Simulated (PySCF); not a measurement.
SMILES FC(F)(F)[SiH2]C(F)(F)F (C2H2F6Si) at its CAM-B3LYP/def2-SVP optimised geometry (Å):

```
11

Si     0.2441    -0.8955     0.0000
C     -0.3856     0.9223     0.0000
F      0.0145     1.5649     1.1079
F     -1.7227     0.9811    -0.0382
F      0.0788     1.6070    -1.0530
C     -0.3874    -1.7138    -1.6224
F     -1.7239    -1.6782    -1.7008
F      0.0973    -1.1008    -2.7097
F     -0.0138    -3.0009    -1.6847
H     -0.3431    -1.6070     1.1555
H      1.7227    -0.8955     0.0000
```

Method: CAM-B3LYP/def2-TZVP in PySCF 2.14.0.

Map of the deformation density (molecule minus spherical neutral atoms) (e/bohr³) on the plane z = 1.5 Å:

```
|33333333333333333333333333333|
|33333333333333333333333333333|
|33333333333333333333333333333|
|33333333333333333333333333333|
|33333333333333333333333333333|
|33333333333333333333333333333|
|33333333333333223333333333333|
|33333333333333112333333333333|
|33333333333346002333333333333|
|33333333333348954333333333333|
|33333333333345754333333333333|
|33333333333333443333333333333|
|33333333333223333333333333333|
|33333333333222222333333333333|
|33333333333322222233333333333|
|33333333333322222223333333333|
|33333333333333322223333333333|
|33333333333333332223333333333|
|33333333333334433333333333333|
|33333333333335543333333333333|
|33333333333223433333333333333|
|33333333333222333333333333333|
|33333333333322333333333333333|
|33333333333333333333333333333|
|33333333333333333333333333333|
|33333333333333333333333333333|
|33333333333333333333333333333|
|33333333333333333333333333333|
|33333333333333333333333333333|
```
Scale: ten equal steps from -0.020 (start of '0') to 0.035 (end of '9'), in the order '0123456789'; x runs from -4.00 to 4.00, y from -4.00 (bottom) to 4.00 (top).
